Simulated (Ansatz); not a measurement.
Geometry optimisation, RKS PBE/def2-SVP in Ansatz 0.2.0.

Input:

```yaml
crystal:
  periodic: [false, false, false]
  atoms:
    - { symbol: Si, position_ang: [-1.1505, -1.4736, -0.6267] }
    - { symbol: C, position_ang: [-0.2203, -0.7784, 0.7778] }
    - { symbol: Si, position_ang: [1.3979, -0.25, 0.0569] }
    - { symbol: O, position_ang: [1.4816, 1.0316, -0.8536] }
    - { symbol: Si, position_ang: [2.29253, 1.16959, -2.20661] }
    - { symbol: H, position_ang: [-1.4844, -0.3717, -1.6595] }
    - { symbol: H, position_ang: [-0.4741, -2.5658, -1.2856] }
    - { symbol: H, position_ang: [-2.4637, -1.9204, -0.1491] }
    - { symbol: H, position_ang: [-0.0578, -1.5423, 1.5694] }
    - { symbol: H, position_ang: [-0.7195, 0.0571, 1.3028] }
    - { symbol: H, position_ang: [2.3683, -0.0152, 1.2119] }
    - { symbol: H, position_ang: [3.72015, 0.83837, -2.07524] }
    - { symbol: H, position_ang: [1.78594, 0.24659, -3.25161] }
basis:
  gaussian: { orbitals: def2-SVP }
hamiltonian:
  xc: pbe
relax:
  f_tol: 0.015
  max_steps: 40
output:
  orbitals: {}
```

Launched with:

```bash
$ ansatz run input.yaml --threads 2 --pin off --max-ram 3072MiB --backend cpu --events-out ev --progress --plain --runs-dir out
```

Problem. Where does it end, and by what steps?

Solution. It converged. After 21 steps the energy has fallen by 2.682 eV; H12 moved furthest, 2.08 Å. Parted: Si5–H12. Joined: Si3–Si5, Si3–H12.

```
step  energy less start (eV)  largest force component (eV/Å)  accepted
   0                  0.0000                           3.992       yes
   1                 -0.8706                           2.829       yes
   2                 -1.3932                           1.134       yes
   3                 -1.7467                           0.891       yes
   4                 -1.9630                           0.627       yes
   5                 -2.0361                           0.302       yes
   6                 -2.0591                           0.380       yes
   7                 -2.1019                           0.316       yes
   8                 -2.1952                           0.511       yes
   9                 -2.2727                           0.345       yes
  10                 -2.3167                           0.345       yes
  11                 -2.3602                           0.628       yes
  12                 -2.4573                           1.115       yes
  13                 -2.5887                           0.545       yes
  14                 -2.6459                           0.278       yes
  15                 -2.6536                           0.445       yes
  16                 -2.6758                           0.291       yes
  17                 -2.6766                           0.228       yes
  18                 -2.6802                           0.105       yes
  19                 -2.6811                           0.103       yes
  20                 -2.6820                           0.021       yes
  21                 -2.6821                           0.011       yes
```

```xyz
13
Properties=species:S:1:pos:R:3
Si -1.038 -1.314 -0.853
C 0.159 -0.759 0.521
Si 1.647 0.274 0.064
O 1.368 1.599 -0.925
Si 2.162 0.923 -2.351
H -1.545 -0.138 -1.634
H -0.370 -2.299 -1.770
H -2.213 -1.996 -0.198
H 0.522 -1.662 1.061
H -0.421 -0.167 1.265
H 2.509 0.620 1.241
H 2.619 -0.497 -0.917
H 1.078 -0.159 -2.696
```

The run took 78 s on 2 threads of Arm Neoverse V1, with other jobs on the host, peak memory 0.25 GiB.
